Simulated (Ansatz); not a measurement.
A made-up structure of BH3O3, singlet:

O1  (-1.110, 0.803, 0.322)
B2  (-0.012, -0.007, 0.229)
O3  (0.501, -0.469, 1.400)
O4  (0.601, -0.381, -0.945)
H5  (-1.457, 1.119, -0.511)
H6  (1.334, -0.944, -0.653)
H7  (0.210, -0.036, -1.748)
(Å)

It is relaxed with PBE-D4/def2-SVP and then PBE0-D4/def2-TZVP (Ansatz 0.2.0). Atoms count as bonded within 1.22 times the sum of their covalent radii (H–H: 0.88 Å). The end point is not checked to be a true minimum.

**Question.** Does its bonding change? (Judge from chemistry; the calculation decides.)

**Answer.** By the calculation: Yes. Formed: none; broken: B2–O4.

Where it ends: The first stage lowers the energy by 2.16 eV in 22 steps. It ends as a complex of BHO₂ ([O][B][OH]) + H₂O:
```xyz
7
angstrom
O -0.9298 0.6051 0.4123
B -0.2264 0.4321 1.5049
O 0.4020 0.2868 2.5351
O 0.1457 -0.3225 -1.8414
H -0.5461 0.2671 -0.4303
H 0.2677 -1.2715 -1.9283
H 0.9545 0.0867 -2.1598
```

Labels in which every atom is bracketed show which atoms are joined, not bond orders.

For scale, one of the runs: PBE0-D4/def2-TZVP relaxation, 142 basis functions, launched by `ansatz run in.yaml --threads 2 --pin off --events-out ev --progress --plain --max-ram 4352MiB`. Hardware: 2 CPU threads of an Intel Xeon Platinum 8259CL, shared host. Wall time about 31 s.
